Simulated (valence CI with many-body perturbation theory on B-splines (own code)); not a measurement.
# In⁴⁴⁺: electric-dipole lines

Computed by valence CI with perturbative core correlation (CI+MBPT): three valence electrons over a frozen Dirac-Fock core [He], radial functions for each j: 11 s, 11 p, 9 d, 7 f, 5 g, 2 h, 1 i, with the one-electron correlation potential Σ1, the two-electron term Σ2, the three-electron term Σ3, Breit, model QED; selected CI, second order for the rest (own B-spline code, finite nucleus).

No measured spectrum was set against this ion. As an estimate, large intervals hold to a few tenths of a per cent, small ones and those within an open d or f shell to about a per cent.

Lines 151 to 200 of 276 in falling wavelength, among levels below 4854.0 eV, chosen from the strongest by gf and those to the six lowest levels. Wavelengths and rates use the calculated energies. Electric multipoles are in the length gauge, E1 and E2 with the static RPA response of the core. Weak lines are less certain than strong ones. Lines between different terms over intervals too small for the method are left out, as are lines whose strength nearly cancels. The highest levels of a list are the least certain.

Levels are named by their leading jj configuration (3d3/2^4 stands for four electrons in 3d with j = 3/2), which in mixed levels can hold well under half, so a name can repeat and another be missing. Letters in brackets count levels of one name in rising energy.

```
λ vac (nm)                          Upper                       Lower   A (s⁻¹)  log gf  Branch %
    0.3018     (2s 2p3/2 3d5/2) J=7/2 [a]          (2s 2p3/2^2) J=5/2  3.87e+14    0.63      94.2
    0.3017         (2s 2p1/2 3d5/2) J=3/2      (2s 2p1/2 2p3/2) J=5/2  6.30e+11   -2.46       0.2
    0.3017     (2s 2p1/2 3d5/2) J=5/2 [b]      (2s 2p1/2 2p3/2) J=5/2  2.31e+13   -0.72       8.9
    0.3015        (2s 2p3/2 3s) J=3/2 [a]  (2s 2p1/2 2p3/2) J=3/2 [b]  8.37e+11   -2.34       1.7
    0.3015         (2s 2p1/2 3d3/2) J=1/2  (2s 2p1/2 2p3/2) J=3/2 [a]  8.31e+12   -1.65       1.8
    0.3015     (2s 2p1/2 3d5/2) J=5/2 [a]  (2s 2p1/2 2p3/2) J=3/2 [a]  2.30e+14    0.27      83.5
    0.3014     (2s 2p1/2 3d3/2) J=3/2 [b]  (2s 2p1/2 2p3/2) J=3/2 [a]  4.04e+13   -0.66      11.2
    0.3013             (2s^2 3d5/2) J=5/2          (2s^2 2p3/2) J=3/2  2.89e+14    0.37     100.0
    0.3004        (2s 2p1/2 3s) J=1/2 [a]          (2s 2p1/2^2) J=1/2  6.60e+12   -1.75      16.6
    0.2997            (2s 2p1/2 3s) J=3/2          (2s 2p1/2^2) J=1/2  5.90e+12   -1.50      21.6
    0.2996         (2s 2p1/2 3d5/2) J=3/2  (2s 2p1/2 2p3/2) J=3/2 [a]  5.16e+12   -1.56       2.0
    0.2996     (2s 2p1/2 3d5/2) J=5/2 [b]  (2s 2p1/2 2p3/2) J=3/2 [a]  2.38e+13   -0.72       9.1
    0.2994            (2s 2p3/2 3s) J=5/2      (2s 2p1/2 2p3/2) J=5/2  6.68e+12   -1.27      27.3
    0.2989     (2s 2p3/2 3d5/2) J=7/2 [b]          (2s 2p3/2^2) J=5/2  1.05e+14    0.05      94.7
    0.2983             (2s^2 3p3/2) J=3/2          (2s 2p1/2^2) J=1/2  9.78e+12   -1.28      45.6
    0.2983        (2s 2p3/2 3s) J=3/2 [a]      (2s 2p1/2 2p3/2) J=5/2  5.02e+12   -1.57      10.1
    0.2982            (2s 2p3/2 3s) J=1/2  (2s 2p1/2 2p3/2) J=3/2 [b]  1.50e+13   -1.40      24.9
    0.2982          (2p1/2^2 3p3/2) J=3/2  (2s 2p1/2 2p3/2) J=3/2 [b]  2.33e+12   -1.91       3.9
    0.2980        (2s 2p1/2 3s) J=1/2 [b]          (2s 2p1/2^2) J=1/2  1.20e+12   -2.50       4.0
    0.2978        (2s 2p3/2 3s) J=3/2 [b]  (2s 2p1/2 2p3/2) J=3/2 [b]  1.90e+12   -1.99       3.9
    0.2974            (2s 2p3/2 3s) J=5/2  (2s 2p1/2 2p3/2) J=3/2 [a]  1.28e+12   -1.99       5.2
    0.2972                (2s^2 3s) J=1/2          (2s^2 2p1/2) J=1/2  1.23e+13   -1.49      28.1
    0.2972         (2s 2p1/2 3p3/2) J=5/2          (2s^2 2p3/2) J=3/2  4.31e+12   -1.46      88.8
    0.2962        (2s 2p3/2 3s) J=3/2 [a]  (2s 2p1/2 2p3/2) J=3/2 [a]  1.90e+12   -2.00       3.8
    0.2919  (2p1/2 2p3/2 3d3/2) J=3/2 [a]       (2p1/2^2 2p3/2) J=3/2  4.54e+13   -0.63      56.4
    0.2918  (2p1/2 2p3/2 3d3/2) J=5/2 [a]       (2p1/2^2 2p3/2) J=3/2  1.94e+13   -0.83      65.2
    0.2916     (2s 2p3/2 3d3/2) J=5/2 [a]  (2s 2p1/2 2p3/2) J=3/2 [b]  4.65e+11   -2.45       0.1
    0.2913     (2s 2p3/2 3d3/2) J=1/2 [a]  (2s 2p1/2 2p3/2) J=3/2 [b]  3.61e+12   -2.04       1.1
    0.2904  (2p1/2 2p3/2 3d3/2) J=5/2 [b]       (2p1/2^2 2p3/2) J=3/2  2.38e+14    0.26      85.6
    0.2901  (2p1/2 2p3/2 3d3/2) J=3/2 [b]       (2p1/2^2 2p3/2) J=3/2  1.36e+14   -0.16      67.3
    0.2900     (2s 2p1/2 3d3/2) J=3/2 [a]          (2s 2p1/2^2) J=1/2  2.67e+13   -0.87      39.5
    0.2899     (2s 2p3/2 3d5/2) J=5/2 [a]  (2s 2p1/2 2p3/2) J=3/2 [b]  5.16e+11   -2.41       0.2
    0.2897     (2s 2p3/2 3d5/2) J=3/2 [a]      (2s 2p1/2 2p3/2) J=1/2  4.19e+13   -0.68      20.2
    0.2896     (2s 2p3/2 3d5/2) J=3/2 [a]  (2s 2p1/2 2p3/2) J=3/2 [b]  2.36e+13   -0.93      11.4
    0.2896      (2p1/2 2p3/2 3d5/2) J=3/2       (2p1/2^2 2p3/2) J=3/2  1.53e+14   -0.11      44.1
    0.2895  (2p1/2 2p3/2 3d5/2) J=5/2 [a]       (2p1/2^2 2p3/2) J=3/2  7.15e+13   -0.27      24.2
    0.2895  (2p1/2 2p3/2 3d3/2) J=1/2 [b]       (2p1/2^2 2p3/2) J=3/2  3.30e+14   -0.08      89.7
    0.2887  (2p1/2 2p3/2 3d5/2) J=5/2 [b]       (2p1/2^2 2p3/2) J=3/2  1.95e+13   -0.83       4.5
    0.2887      (2p1/2 2p3/2 3p1/2) J=1/2  (2s 2p1/2 2p3/2) J=3/2 [b]  2.90e+12   -2.14       2.6
    0.2885     (2s 2p3/2 3d3/2) J=5/2 [a]      (2s 2p1/2 2p3/2) J=5/2  1.72e+14    0.11      54.2
    0.2885  (2p1/2 2p3/2 3p1/2) J=3/2 [a]      (2s 2p1/2 2p3/2) J=1/2  4.50e+13   -0.65      53.7
    0.2885         (2s 2p3/2 3d5/2) J=1/2  (2s 2p1/2 2p3/2) J=3/2 [b]  5.67e+12   -1.85       2.1
    0.2884  (2p1/2 2p3/2 3p1/2) J=3/2 [a]  (2s 2p1/2 2p3/2) J=3/2 [b]  1.54e+12   -2.11       1.8
    0.2883     (2s 2p3/2 3d3/2) J=3/2 [a]      (2s 2p1/2 2p3/2) J=5/2  7.72e+13   -0.41      21.1
    0.2883         (2s 2p3/2 3d3/2) J=7/2      (2s 2p1/2 2p3/2) J=5/2  2.46e+14    0.39      95.3
    0.2880         (2s 2p1/2 3d3/2) J=1/2          (2s 2p1/2^2) J=1/2  4.45e+14    0.04      93.8
    0.2880      (2p1/2 2p3/2 3p1/2) J=5/2  (2s 2p1/2 2p3/2) J=3/2 [b]  2.22e+14    0.22      85.8
    0.2879     (2s 2p1/2 3d3/2) J=3/2 [b]          (2s 2p1/2^2) J=1/2  2.96e+14    0.17      81.7
    0.2876     (2s 2p1/2 3p1/2) J=1/2 [a]          (2s^2 2p1/2) J=1/2  3.04e+13   -1.12      98.0
    0.2873     (2s 2p3/2 3d3/2) J=3/2 [b]      (2s 2p1/2 2p3/2) J=1/2  8.77e+13   -0.36      27.0
```
